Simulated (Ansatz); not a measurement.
H5B2N, SMILES `BNB` (charge 0, multiplicity 1).

Method: frozen-core CCSD(T)/cc-pVQZ // PBE0-D3(BJ)/def2-TZVP in Ansatz (a program for electronic structure).

Ansatz 0.2 input:
```yaml
crystal:
  periodic: [false, false, false]
  atoms:
    - { symbol: B, position_ang: [1.256256, 0.188819, 0.004065] }
    - { symbol: N, position_ang: [-0.024584, -0.247181, 0.42426] }
    - { symbol: B, position_ang: [-1.240827, -0.033702, -0.270283] }
    - { symbol: H, position_ang: [1.345155, 0.791387, -1.022668] }
    - { symbol: H, position_ang: [2.212091, -0.054401, 0.681552] }
    - { symbol: H, position_ang: [-0.075135, -0.755435, 1.296571] }
    - { symbol: H, position_ang: [-1.21036, 0.563698, -1.303413] }
    - { symbol: H, position_ang: [-2.262597, -0.453186, 0.189915] }
basis:
  gaussian: { orbitals: cc-pVQZ }
correlation:
  method: ccsd_t
```

Output:

```
Functional definition: HF
1843 factors; integrals over basis functions are off by at most 8.2e-4 eV
mean field evaluation 1: about -2904.4049 eV, gradient 3.3e1 eV
mean field evaluation 2: about -2904.4048 eV, gradient 3.3e1 eV
mean field evaluation 4: about -2906.9452 eV, gradient 3.3e0 eV
mean field evaluation 8: about -2906.9800 eV, gradient 7.3e-2 eV
mean field evaluation 16: about -2906.9800 eV, gradient 3.4e-1 eV
mean field -2906.98002473 eV, -106.8295454869 hartree, gradient 1.5e-6 eV, S^2 0.000000; 0 other end points of the search recorded, 0 dependent functions left out
3 core orbitals not correlated
reference -2906.98002473 eV, -106.8295454869 hartree; 8, 8 occupied and 304, 304 virtual orbitals, 1843 factors
second order -12.10789585 eV of doubles, -0.00000000 eV of singles
cycle   1  -12.49360676 eV  change   -3.9e-1 eV  update   7.0e-2
cycle   2  -12.82675988 eV  change   -3.3e-1 eV  update   2.1e-2
cycle   3  -12.87761016 eV  change   -5.1e-2 eV  update   9.4e-3
cycle   4  -12.87027991 eV  change    7.3e-3 eV  update   2.3e-3
cycle   5  -12.87080040 eV  change   -5.2e-4 eV  update   1.1e-3
cycle   6  -12.87075284 eV  change    4.8e-5 eV  update   2.7e-4
cycle   7  -12.87067108 eV  change    8.2e-5 eV  update   6.4e-5
cycle   8  -12.87068086 eV  change   -9.8e-6 eV  update   2.0e-5
perturbative correction -0.48124625 eV, -0.0176854736 hartree
Total energy: -2920.33195184 eV, -107.3202197581 hartree
```
